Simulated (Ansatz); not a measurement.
One geometry of SeOCl2 (SeCl2O), several levels of theory.

```yaml
crystal:
  periodic: [false, false, false]
  atoms:
    - {symbol: Se, position_ang: [0.175470, 0.001544, 0.650926]}
    - {symbol: O, position_ang: [1.666449, -0.028511, 0.062895]}
    - {symbol: Cl, position_ang: [-0.891494, 1.709152, -0.368879]}
    - {symbol: Cl, position_ang: [-0.950415, -1.682195, -0.344942]}
basis:
  gaussian: {orbitals: def2-TZVPD, initial_orbitals: start.molden}
hamiltonian: {xc: pbe0, dispersion: d4}
scf: {omitted_lower_state_checks: [starts]}
output: {orbitals: {seedname: orbitals}}
```

The file start.molden holds the orbitals of an earlier run on this structure, at another level or in another basis.

```sh
$ ansatz run in.yaml --threads 4 --pin off --events-out ev --progress --plain --max-ram 3916MiB
```

Output, abridged:

```
Functional definition: PBE0
1253 factors; their error is unknown
mean field evaluation 1: about -92424.7061 eV, gradient 1.0e1 eV
mean field evaluation 2: about -92424.7913 eV, gradient 1.6e-1 eV
mean field evaluation 4: about -92425.1326 eV, gradient 5.3e-4 eV
mean field evaluation 8: about -92425.1326 eV, gradient 1.7e-5 eV
mean field -92425.13259260 eV, -3396.5609747732 hartree, gradient 1.7e-5 eV, S^2 0.000000; 0 other end points of the search recorded, 0 dependent functions left out
reference -92425.13264414 eV, -3396.5609766670 hartree; 38, 38 occupied and 151, 151 virtual orbitals, 1253 factors
Total energy: -92425.25358920 eV, -3396.5654213162 hartree
Checks for a lower state left out: starts
```

Hardware: 4 threads of Intel Xeon on a shared host. Wall time 8.1 s, peak host memory 0.55 GiB.

First input, but with `hamiltonian: {xc: pbe, dispersion: d4}` (abridged; 5.5 s):

```
Functional definition: PBE
mean field -92421.84975901 eV, -3396.4403328637 hartree, gradient 2.7e-5 eV, S^2 0.000000
Total energy: -92421.99255130 eV, -3396.4455803836 hartree
Checks for a lower state left out: starts
```

The first input with `gaussian: {orbitals: def2-TZVP, initial_orbitals: start.molden}`, `hamiltonian: {xc: {name: wB97M-V}}` (abridged; 9 s):

```
Functional definition: wB97M-V
mean field -92437.60861396 eV, -3397.0194601016 hartree, gradient 1.3e-5 eV, S^2 0.000000
Total energy: -92437.60864852 eV, -3397.0194613715 hartree
Checks for a lower state left out: starts
```

As the first input, with `hamiltonian: {xc: r2scan, dispersion: d4}` (abridged; 9.6 s):

```
Functional definition: r2SCAN
mean field -92440.56253668 eV, -3397.1280147591 hartree, gradient 1.7e-5 eV, S^2 0.000000
Total energy: -92440.59320412 eV, -3397.1291417669 hartree
Checks for a lower state left out: starts
```

The first input with `gaussian: {orbitals: def2-TZVP, initial_orbitals: start.molden}`, `hamiltonian: {xc: {text: "exchange = 0.65*pbe_x + 0.35*exact_x\ncorrelation = pbe_c"}}` (abridged; 5.5 s):

```
Functional definition: unnamed
mean field -92426.44866823 eV, -3396.6093396605 hartree, gradient 1.2e-5 eV, S^2 0.000000
Total energy: -92426.44868924 eV, -3396.6093404325 hartree
Checks for a lower state left out: starts
```

First input, but with `gaussian: {orbitals: def2-TZVP, initial_orbitals: start.molden}`, `hamiltonian: {xc: pbe}`, `correlation: {method: rpa}` and without the key `output` (abridged; 6.5 s):

```
Functional definition: PBE
mean field -92421.74813960 eV, -3396.4365984193 hartree, gradient 3.2e-6 eV, S^2 0.000000
20 core orbitals not correlated: weight in the atoms' cores, before any rotation towards them, 1.000 or more for the frozen orbitals, at most 0.000 for the correlated occupied ones
Total energy: -92383.34238682 eV, -3395.0252130372 hartree
Checks for a lower state left out: starts
```

As the first input, with `gaussian: {orbitals: def2-TZVP, initial_orbitals: start.molden}`, `hamiltonian: {xc: {name: wB97X-V}}` (abridged; 8 s):

```
Functional definition: wB97X-V
mean field -92432.33920239 eV, -3396.8258127982 hartree, gradient 2.5e-5 eV, S^2 0.000000
Total energy: -92432.33920096 eV, -3396.8258127456 hartree
Checks for a lower state left out: starts
```

Geometry: B3LYP-D4/def2-SVP.

Correlated methods freeze 20 core orbitals; core or outer-core shells of Se are correlated, in sets that lack core-valence functions.
